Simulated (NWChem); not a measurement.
System: Si2H5SF; SMILES F[SiH2]S[SiH3]

Input file for NWChem:

```
start job
memory heap 200 mb stack 900 mb global 1100 mb
geometry units angstroms noautosym nocenter noautoz
  Si     0.620806    -1.745982     0.049942
  S     -0.967366    -0.424179    -0.585679
  Si    -0.290687     1.392728     0.290596
  F      1.176083     1.789765    -0.284365
  H      1.771617    -1.697680    -0.894906
  H      1.077837    -1.354509     1.416468
  H      0.040375    -3.117472     0.068679
  H     -0.142928     1.271034     1.764747
  H     -1.268464     2.437141    -0.106460
end
basis spherical
  Si library def2-svp
  S library def2-svp
  F library def2-svp
  H library def2-svp
end
dft
  xc b3lyp
  iterations 150
  mulliken
end
task dft energy
esp
  recalculate
  probe 0.07
  range 0.3
  factor 1.0
  spacing 0.02
end
task esp
```

NWChem printed, in part:

```
             Northwest Computational Chemistry Package (NWChem) 7.3.0
             --------------------------------------------------------

                             Geometry "geometry" -> ""
                             -------------------------

 Output coordinates in angstroms (scale by  1.889725989 to convert to a.u.)

  No.       Tag          Charge          X              Y              Z
 ---- ---------------- ---------- -------------- -------------- --------------
    1 Si                  14.0000     0.62080600    -1.74598200     0.04994200
    2 S                   16.0000    -0.96736600    -0.42417900    -0.58567900
    3 Si                  14.0000    -0.29068700     1.39272800     0.29059600
    4 F                    9.0000     1.17608300     1.78976500    -0.28436500
    5 H                    1.0000     1.77161700    -1.69768000    -0.89490600
    6 H                    1.0000     1.07783700    -1.35450900     1.41646800
    7 H                    1.0000     0.04037500    -3.11747200     0.06867900
    8 H                    1.0000    -0.14292800     1.27103400     1.76474700
    9 H                    1.0000    -1.26846400     2.43714100    -0.10646000

 Effective nuclear repulsion energy (a.u.)     283.9348347565

                                 NWChem DFT Module
                                 -----------------

 Summary of "ao basis" -> "ao basis" (spherical)
 ------------------------------------------------------------------------------
       Tag                 Description            Shells   Functions and Types
 ---------------- ------------------------------  ------  ---------------------
 Si                         def2-svp                 8       18   4s3p1d
 S                          def2-svp                 8       18   4s3p1d
 F                          def2-svp                 6       14   3s2p1d
 H                          def2-svp                 3        5   2s1p

            General Information
            -------------------
          SCF calculation type: DFT
          Wavefunction type:  closed shell.
          No. of atoms     :     9
          No. of electrons :    58
           Alpha electrons :    29
            Beta electrons :    29
          Charge           :     0
          Spin multiplicity:     1
          Use of symmetry is: off; symmetry adaption is: off
          Maximum number of iterations: 150
          AO basis - number of functions:    93
                     number of shells:    45
          Convergence on energy requested:  1.00D-06
          Convergence on density requested:  1.00D-05
          Convergence on gradient requested:  5.00D-04

              XC Information
              --------------
                         B3LYP Method XC Potential
                     Hartree-Fock (Exact) Exchange  0.200
                        Slater Exchange Functional  0.800 local
                    Becke 1988 Exchange Functional  0.720 non-local
              Lee-Yang-Parr Correlation Functional  0.810
                  VWN I RPA Correlation Functional  0.190 local

             Grid Information
             ----------------
          Grid used for XC integration:  medium
          Radial quadrature: Mura-Knowles
          Angular quadrature: Lebedev.
          Tag              B.-S. Rad. Rad. Pts. Rad. Cut. Ang. Pts.
          ---              ---------- --------- --------- ---------
          Si                  1.10       88          11.0       590
          S                   1.00       88           9.0       590
          F                   0.50       49          12.0       434
          H                   0.35       45          13.0       434
          Grid pruning is: on
          Number of quadrature shells:   538
          Spatial weights used:  Erf1

      Superposition of Atomic Density Guess
      -------------------------------------

 Sum of atomic energies:       -1076.61331353

      Non-variational initial energy
      ------------------------------

 Total energy =   -1077.621680
 1-e energy   =   -2057.965985
 2-e energy   =     696.409471
 HOMO         =      -0.317413
 LUMO         =       0.059438

     ---------------------------------------------
      Total Density - Mulliken Population Analysis
     ---------------------------------------------

    Atom       Charge   Shell Charges
 -----------   ------   -------------------------------------------------------
    1 Si  14    13.47   2.00  1.99  0.99  0.26  5.94  1.06  1.09  0.14
    2 S   16    16.58   2.00  1.99  1.20  0.65  5.94  1.83  2.94  0.03
    3 Si  14    12.97   2.00  1.99  0.93  0.21  5.93  0.91  0.77  0.22
    4 F    9     9.58   1.99  1.15  0.78  3.52  2.14  0.00
    5 H    1     1.07   0.70  0.36  0.01
    6 H    1     1.07   0.70  0.37  0.01
    7 H    1     1.07   0.70  0.36  0.01
    8 H    1     1.09   0.70  0.38  0.01
    9 H    1     1.09   0.70  0.38  0.01

   convergence    iter        energy       DeltaE   RMS-Dens  Diis-err
 ---------------- ----- ----------------- --------- --------- ---------
 d= 0,ls=0.0,diis     1  -1079.7205817920 -1.36D+03  1.39D-02  5.93D-01
 d= 0,ls=0.0,diis     2  -1079.6992250940  2.14D-02  7.19D-03  9.92D-01
 d= 0,ls=0.0,diis     3  -1079.7906104852 -9.14D-02  1.49D-03  3.29D-02
 d= 0,ls=0.0,diis     4  -1079.7928035219 -2.19D-03  6.87D-04  3.73D-03
 d= 0,ls=0.0,diis     5  -1079.7933523263 -5.49D-04  1.81D-04  1.82D-04
  Resetting Diis
 d= 0,ls=0.0,diis     6  -1079.7933801466 -2.78D-05  3.95D-05  8.74D-06
 d= 0,ls=0.0,diis     7  -1079.7933815764 -1.43D-06  1.00D-05  2.70D-07
 d= 0,ls=0.0,diis     8  -1079.7933815837 -7.36D-09  5.26D-06  2.40D-07

         Total DFT energy =    -1079.793381583732
      One electron energy =    -2060.118895032042
           Coulomb energy =      776.358203621173
    Exchange-Corr. energy =      -79.967524929381
 Nuclear repulsion energy =      283.934834756518

 Numeric. integr. density =       58.000003322602

                       DFT Final Molecular Orbital Analysis
                       ------------------------------------

 Vector   27  Occ=2.000000D+00  E=-3.428275D-01
              MO Center= -3.6D-01,  4.1D-01,  2.6D-02, r^2= 5.6D+00
   Bfn.  Coefficient  Atom+Function         Bfn.  Coefficient  Atom+Function
  ----- ------------  ---------------      ----- ------------  ---------------
    89      0.303348  9 H  s                 30     -0.219217  2 S  py
    27     -0.205775  2 S  py                90      0.201362  9 H  s
    45      0.194131  3 Si py                79     -0.176598  7 H  s
     9      0.164773  1 Si py                59      0.153745  4 F  py
    12      0.147757  1 Si py                84     -0.142337  8 H  s

 Vector   28  Occ=2.000000D+00  E=-3.220794D-01
              MO Center= -5.3D-01, -3.5D-01, -1.8D-01, r^2= 3.7D+00
   Bfn.  Coefficient  Atom+Function         Bfn.  Coefficient  Atom+Function
  ----- ------------  ---------------      ----- ------------  ---------------
    29      0.383643  2 S  px                26      0.294363  2 S  px
    31      0.224999  2 S  pz                21     -0.175009  2 S  s
    28      0.171854  2 S  pz                23      0.168453  2 S  px
    84     -0.162194  8 H  s                 74     -0.151078  6 H  s
    22     -0.138110  2 S  s                  8     -0.136507  1 Si px

 Vector   29  Occ=2.000000D+00  E=-2.752442D-01
              MO Center= -6.5D-01, -4.2D-01, -4.4D-01, r^2= 2.6D+00
   Bfn.  Coefficient  Atom+Function         Bfn.  Coefficient  Atom+Function
  ----- ------------  ---------------      ----- ------------  ---------------
    31      0.506684  2 S  pz                28      0.361559  2 S  pz
    29     -0.272922  2 S  px                25      0.206283  2 S  pz
    26     -0.190868  2 S  px                69      0.138186  5 H  s
    70      0.136147  5 H  s                 30     -0.129437  2 S  py
    85     -0.112106  8 H  s                 23     -0.109115  2 S  px

[...]

                     NWChem Electrostatic Potential Fit Module
                     -----------------------------------------

 Atom parameters

 Number of atoms is                                    9
 Number of basis functions is                         93

 Grid parameters

 Maximum number of grid points is                  43426
 Number of grid points is                          43425
 Grid range                                     0.300000 nm
 Grid spacing                                   0.020000 nm
 Probe radius                                   0.070000 nm
 Atom radius factor                             1.000000

 Atomic radii

    1    0.100000
    9    0.128000
   14    0.187000
   16    0.174000
 FASTESP  F
  using M.O. file = ./job.movecs

    Atom              Coordinates                           Charge

                                                  ESP

    1 Si    0.062081   -0.174598    0.004994    0.523259
    2 S    -0.096737   -0.042418   -0.058568   -0.368703
    3 Si   -0.029069    0.139273    0.029060    0.714286
    4 F     0.117608    0.178977   -0.028437   -0.312276
    5 H     0.177162   -0.169768   -0.089491   -0.102201
    6 H     0.107784   -0.135451    0.141647   -0.115446
    7 H     0.004038   -0.311747    0.006868   -0.097422
    8 H    -0.014293    0.127103    0.176475   -0.136491
    9 H    -0.126846    0.243714   -0.010646   -0.105007
                                            ------------
                                               -0.000000

 Dipole moment                                  0.496832

 Quadrupole moment Qxx                         -3.674816
                   Qyy                          4.609343
                   Qzz                         -0.934527

 RMS deviation kJ/mol                           0.065211

 RRMS %                                        44.961006
```

Level: B3LYP/def2-SVP. The geometry was optimised at PBE0/def2-SVP. B3LYP is NWChem's, with the RPA form of VWN correlation.
